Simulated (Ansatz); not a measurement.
Computed with Ansatz on PBE0-D4/def2-TZVP structures; ΔE is electronic, products minus reactants. CBS: MP2 limit from def2 TZ/QZ plus the TZ coupled-cluster correction, frozen cores. Functionals use def2-TZVPP. For Mg outer-core shells are correlated without core-valence functions, which leaves a few kJ/mol of doubt a bond. One conformer a species, not always the lowest.

`C[S][AlH][CH2]F` + `[NH2][Mg][F]` → `F[CH2][AlH][F]` + `C[S][Mg][NH2]`  (redistribution)

```tsv
level	ΔE (kJ/mol)	difference from CCSD(T)/CBS
r2SCAN-D4	-4.2	3.2
PBE0-D4	-3.4	4.0
ωB97X-V	-5.1	2.3
ωB97M-V	-6.7	0.7
HF/def2-TZVPP	-21.5	-14.1
MP2/def2-TZVPP	-7.2	0.2
SCS-MP2/def2-TZVPP	-9.5	-2.1
MP2/def2-QZVPP	-6.0	1.4
MP2/CBS(def2)	-5.7	1.7
CCSD/CBS(def2)	-9.6	-2.2
CCSD(T)/CBS	-7.4	0
```

Largest T1 diagnostic among the species: 0.012.

From PBE to PBE0 (25 % exact exchange), in def2-TZVPP and without D4, ΔE moves by −3.3 kJ/mol. In def2-TZVPP, CCSD(T) changes the Hartree–Fock value by +12.6 kJ/mol (the triples alone add +2.2 kJ/mol) and MP2 by +14.3 kJ/mol. The D4 term adds +5.4 kJ/mol with B3LYP and +3.1 kJ/mol with PBE0; it sums over pairs of atoms, weighted by their polarisabilities, and B3LYP, whose exchange is more repulsive, gets the larger term.

B3LYP here is the variant with VWN-RPA as its local correlation; programs differ in this.
